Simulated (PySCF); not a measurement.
C₆H₁₂FN.
Cartesian coordinates in Å at the PBE0-D3(BJ)/def2-SVP level; atoms count from 1:
```xyz
20
C6H12FN angstrom
C     -0.334    2.029    0.363
N     -0.912    0.924    0.551
C     -0.421   -0.303   -0.071
C     -0.825   -1.456    0.846
C      1.082   -0.341   -0.397
C      2.017   -0.256    0.800
C     -1.214   -0.445   -1.371
F     -0.859    0.528   -2.270
H     -0.769    2.937    0.808
H      0.591    2.170   -0.226
H     -1.916   -1.466    0.985
H     -0.503   -2.426    0.439
H     -0.373   -1.330    1.840
H      1.308    0.459   -1.120
H      1.273   -1.280   -0.944
H      1.833    0.646    1.403
H      3.066   -0.227    0.471
H      1.907   -1.123    1.467
H     -2.292   -0.350   -1.158
H     -1.017   -1.430   -1.826
```

Method used: PySCF, TDDFT CAM-B3LYP/def2-SVPD, vertical, gas phase, core orbitals frozen in the response.

Computed states:

```csv
state,E (eV),f
S1,4.79,0.0010
S2,7.30,0.0083
S3,7.68,0.181
S4,7.78,0.030
S5,7.98,0.018
S6,8.06,0.047
```

Each state is given a Gaussian of 0.25 eV full width at half maximum, with ε(max) = 2.175×10⁸ f / Δν̃ (Δν̃ the width in cm⁻¹). The width is an assumption, not a result. The curve ends short of the highest state used, and states not computed would add to its high-energy end.

(1) Give the broadened spectrum and its maxima.

(2) Coming from long wavelengths, where does ε first pass 100 L mol⁻¹ cm⁻¹?

(3) On this curve, what absorbance would a 10⁻³ mol/L sample give at 248 nm over a 1 cm path?

Results:

(1) 
```tsv
E (eV)	ε (L mol⁻¹ cm⁻¹)
4.42	0
4.52	4
4.63	35
4.73	94
4.84	100
4.94	42
5.05	6
5.15	0
5.26	0
5.36	0
5.47	0
5.57	0
5.68	0
5.78	0
5.89	0
5.99	0
6.10	0
6.20	0
6.31	0
6.41	0
6.52	0
6.62	0
6.73	0
6.83	0
6.94	3
7.04	47
7.15	341
7.25	816
7.36	953
7.46	2502
```

Maxima: 259 nm (4.79 eV), ε about 110, made up of S1 (100%) (ε in L mol⁻¹ cm⁻¹; maxima over ε = 5, shares over 10%). At its high-energy end, 7.46 eV, the curve is still rising (ε about 2500, from S2 and S3).

(2) At about 261 nm (4.74 eV), 0.05 eV below S1.

(3) 248 nm is 4.999 eV, where ε is about 17 L mol⁻¹ cm⁻¹, so A = ε c l ≈ 0.017 (Beer–Lambert, with the gas-phase spectrum and the assumed width).

One conformer stands for the species.
